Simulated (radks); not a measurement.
Values are calculated unless marked as measured or tabulated.
Charge is removed step by step from the 5p (averaged over the sub-levels emptied) level of the neodymium ion Nd+, starting from [Xe] 4f4 6s1. Code: a radial shooting solver on a logarithmic mesh with Libxc functionals. Model: Dirac Kohn-Sham, PBE, spin-unpolarised, spherical densities, finite nucleus; open shells are shared between the two j in proportion to 2j + 1; Fermi nuclear charge, rms radius 4.9123 fm.

removed (e),E - E(0) (eV),eigenvalue (eV),E minus straight line (eV)
0,0.000,-28.131,0.000
0.1,2.865,-29.179,-0.489
0.2,5.836,-30.240,-0.873
0.3,8.914,-31.315,-1.150
0.4,12.100,-32.402,-1.319
0.5,15.395,-33.501,-1.379
0.6,18.800,-34.610,-1.328
0.7,22.317,-35.730,-1.165
0.8,25.947,-36.860,-0.891
0.9,29.689,-37.999,-0.503
1,33.547,-39.147,0.000

Removing the whole electron costs 33.547 eV by Delta-SCF, against 28.131 eV from minus the eigenvalue at the starting occupation. Slater's transition state (half an electron removed) gives 33.501 eV. Integrating minus the eigenvalue over the occupation (Janak's theorem) gives 33.547 eV. The mean slope of the eigenvalue, de/dn, is 11.0 eV per electron.
